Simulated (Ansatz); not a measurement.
InCNClF (SMILES N#[C][In]([F])[Cl]): the energy, rung by rung

InCNClF: 5 atoms, total charge 0, spin state singlet. SMILES: `N#[C][In]([F])[Cl]`. The shape was relaxed beforehand at r2SCAN/def2-SVP.

```tsv
atom	x (Å)	y (Å)	z (Å)
N	-1.4038	1.4720	1.6598
C	-0.7855	0.7990	0.9363
In	0.3296	-0.4073	-0.3709
F	0.4419	-2.3179	-0.0410
Cl	1.4677	0.3806	-2.2257
```

Quantity: the dissociation energy of the Cl5–In3 bond into doublet Cl and doublet InCNF (shapes relaxed at r2SCAN/def2-SVP, no zero-point term), in eV. The values are calculated.

```tsv
level	kind	program	value (eV)	CPU time (all runs)
HF/def2-SVP (core potential)	Hartree–Fock	Ansatz	2.79	3.3 s
PBE/def2-SVP (core potential)	GGA	Ansatz	3.77	4.2 s
r2SCAN/def2-SVP (core potential)	meta-GGA	Ansatz	3.76	11 s
PBE0-D4/def2-SVP (core potential)	global hybrid	Ansatz	3.80	6.3 s
CAM-B3LYP/def2-SVP (core potential)	range-separated hybrid	Ansatz	3.70	7.5 s
B2PLYP/def2-SVP (core potential)	double hybrid	Ansatz	3.68	9.1 s
RPA@PBE/def2-SVP (core potential)	RPA	Ansatz	3.23	9.3 s
MP2/def2-SVP (core potential)	perturbation theory	Ansatz	3.93	3.7 s
```

Spin-orbit coupling is left out. Correlated wave functions underbind in double-zeta sets. The values span 2.79 to 3.93 eV. Hartree–Fock misses the correlation of the electron pair that is broken and comes out low. Measured bond enthalpies also hold zero-point and thermal terms, a few tenths of an eV less. In the correlated wave-function rows the outer d shell of In is correlated, in sets not made for it. In so small a basis fixed costs decide the times, and correlated methods can beat functionals. Times are those of the runs behind each value, whatever else they computed, on shared processors of several kinds: orders of magnitude only.
